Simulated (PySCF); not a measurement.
Ligands exchanged one at a time, Ga F-OH. Isolated molecules, 0 K electronic values unless said otherwise. One relaxed conformer stands for each flexible species; it need not be the lowest. Strings in code marks are SMILES.

The four lowest singlet excitations (Tamm–Dancoff). Computed with PBE0-D4/def2-TZVP in PySCF. Excitations are Tamm–Dancoff values on a coarser integration grid. The basis has no diffuse functions, so Rydberg states are missing or too high.

```csv
state,energy (eV),wavelength (nm),oscillator strength
S1,6.46,192,0.023
S2,7.32,169,0.066
S3,7.82,159,0.025
S4,7.88,157,0.000
```

Task: Say which member gives these states.
(A) `[OH][Ga]([F])[F]` (H–O–Ga–F torsion 180°)
(B) `[OH][Ga]([OH])[F]` (H–O–Ga–F torsion 0°, F–Ga–O–H torsion -180°)
(C) `[OH][Ga]([OH])[OH]`
(D) `[F][Ga]([F])[F]`

Result: A, `[OH][Ga]([F])[F]` (H–O–Ga–F torsion 180°)
